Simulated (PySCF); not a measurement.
C₆H₆F₂.
Atom-mapped SMILES: `[CH2:1]=[CH:2]/[CH:3]=[CH:4]/[CH:5]=[C:6]([F:7])[F:8]` (hydrogens: H9, H10 on C1; H11 on C2; H12 on C3; H13 on C4; H14 on C5)

Torsions of this conformer, `[CH2:1]=[CH:2]/[CH:3]=[CH:4]/[CH:5]=[C:6]([F:7])[F:8]`: C1–C2–C3–C4 180°, C3–C4–C5–C6 180°.

The closed-shell ground state was solved at several levels (PySCF, density fitting, gas phase, non-relativistic). Isolated species at its PBE0-D3(BJ)/def2-SVP geometry (one conformer only).

```tsv
level	basis functions	total energy (Eh)	HOMO (eV)	LUMO (eV)	gap (eV)	dipole (D)
CAM-B3LYP/def2-SVPD	214	-431.3959	-7.43	-0.43	7.00	1.13
PBE0/pcSseg-1	166	-431.3610	-6.21	-1.39	4.82	0.80
B3LYP/pcJ-1	276	-431.8909	-6.01	-1.56	4.45	0.84
```

(1) Estimate the row for B3LYP/pcSseg-1, a basis of 166 functions; the other rows only guide the guess.

(2) How far do the dipole and the HOMO energy spread over the levels?

Results:

(1) Total energy -431.8441 Eh, HOMO -6.02 eV, LUMO -1.57 eV, gap 4.45 eV, dipole 0.81 D.

(2) The dipole runs from 0.80 to 1.13 D (mean 0.89 D) and the HOMO from -7.43 to -6.01 eV.
